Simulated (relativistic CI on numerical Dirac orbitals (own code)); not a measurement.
## Mn⁶⁺: L-alpha,beta X-ray emission

Computed with this model: Dirac-Coulomb-Breit CI, orbitals from a KLI potential per configuration, model QED, valence Slater integrals scaled by 0.8, multiplet model of X-ray emission after core ionisation; configurations [Ar] 3d → [He] 2s2 2p5 3s2 3p6 3d → [Ne] 3s2 3p6; 300 K; Lorentzian 0.6 eV and Gaussian 0.5 eV FWHM. Energies are those of the free ion, without screening or charge transfer. S is read from ⟨S²⟩ = S(S + 1).

Field parameters in Wybourne normalisation: D4h B²₀ = −7Ds, B⁴₀ = 21(Dq − Dt), B⁴₄ = 21√(5/14) Dq. The field is a parameter set, without covalency.

Computed curve for free ion, scaled to 100 at the maximum (points under 2 are left out and the grid is thinned):

Energy (eV), Intensity and a bar:
```
    663.4        2.3 
    663.5        2.8 
    663.6        3.4 
    663.8        5.7 #
    663.9        7.4 ##
    664.0        9.7 ##
    664.1       12.5 ###
    664.3       18.1 #####
    664.4       19.7 #####
    664.5       19.9 ######
    664.6       18.5 #####
    664.7       16.1 ####
    664.9       10.3 ###
    665.0        7.9 ##
    665.1        6.0 #
    665.2        4.6 #
    665.4        2.9 
    665.5        2.4 
    665.6        2.0 
    671.6        2.1 
    671.7        2.2 
    671.9        2.7 
    672.0        2.9 
    672.1        3.3 
    672.2        3.6 
    672.4        4.6 #
    672.5        5.2 #
    672.6        5.9 #
    672.7        6.9 #
    672.8        8.0 ##
    673.0       11.5 ###
    673.1       14.1 ####
    673.2       17.7 #####
    673.3       22.7 ######
    673.4       29.6 #########
    673.6       51.2 ###############
    673.7       65.7 ####################
    673.8       80.6 ########################
    673.9       93.1 ############################
    674.1       99.2 ##############################
    674.2       91.0 ###########################
    674.3       77.7 #######################
    674.4       62.7 ###################
    674.5       48.6 ##############
    674.7       28.0 ########
    674.8       21.5 ######
    674.9       16.9 #####
    675.0       13.5 ####
    675.2        9.2 ##
    675.3        7.8 ##
    675.4        6.6 #
    675.5        5.7 #
    675.6        5.0 #
    675.8        3.9 #
    675.9        3.5 
    676.0        3.2 
    676.1        2.9 
    676.3        2.4 
    676.4        2.2 
    676.5        2.0
```

The ground state has S = 0.50, and the centroid lies at 672.38 eV.
